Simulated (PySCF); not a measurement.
## Radial density of Er²⁺ (erbium, charge +2)

r2SCAN, [Xe] 4f11 5d1, one real determinant (an excited configuration). All numbers are calculated (PySCF 2.14, scalar relativity by spin-free X2C-1e, in cc-pVDZ-X2C (8s7p5d3f1g, 84 functions)).

```json
{"r (bohr)": "0.0179", "4πr²ρ (e/bohr)": "88.48", "4πr²(ρα − ρβ)": "0.0016"}
{"r (bohr)": "0.0302", "4πr²ρ (e/bohr)": "81.88", "4πr²(ρα − ρβ)": "0.0039"}
{"r (bohr)": "0.0508", "4πr²ρ (e/bohr)": "115.3", "4πr²(ρα − ρβ)": "0.0116"}
{"r (bohr)": "0.0854", "4πr²ρ (e/bohr)": "106.8", "4πr²(ρα − ρβ)": "0.0365"}
{"r (bohr)": "0.144", "4πr²ρ (e/bohr)": "101.5", "4πr²(ρα − ρβ)": "0.2446"}
{"r (bohr)": "0.242", "4πr²ρ (e/bohr)": "80.03", "4πr²(ρα − ρβ)": "1.3671"}
{"r (bohr)": "0.406", "4πr²ρ (e/bohr)": "55.62", "4πr²(ρα − ρβ)": "3.8398"}
{"r (bohr)": "0.684", "4πr²ρ (e/bohr)": "38.02", "4πr²(ρα − ρβ)": "3.4585"}
{"r (bohr)": "1.15", "4πr²ρ (e/bohr)": "13.41", "4πr²(ρα − ρβ)": "1.3740"}
{"r (bohr)": "1.93", "4πr²ρ (e/bohr)": "3.689", "4πr²(ρα − ρβ)": "0.5311"}
{"r (bohr)": "3.25", "4πr²ρ (e/bohr)": "0.3174", "4πr²(ρα − ρβ)": "0.2136"}
{"r (bohr)": "5.47", "4πr²ρ (e/bohr)": "0.02262", "4πr²(ρα − ρβ)": "0.0221"}
{"r (bohr)": "9.20", "4πr²ρ (e/bohr)": "0.0001773", "4πr²(ρα − ρβ)": "0.0002"}
```

Densities and radii are taken from the X2C orbitals without a picture-change correction, which distorts them close to the nucleus.

⟨L²⟩ = 39.05 against 72 for a pure L term, so this real determinant mixes terms. Spin-orbit coupling, absent here, splits the open shell strongly.
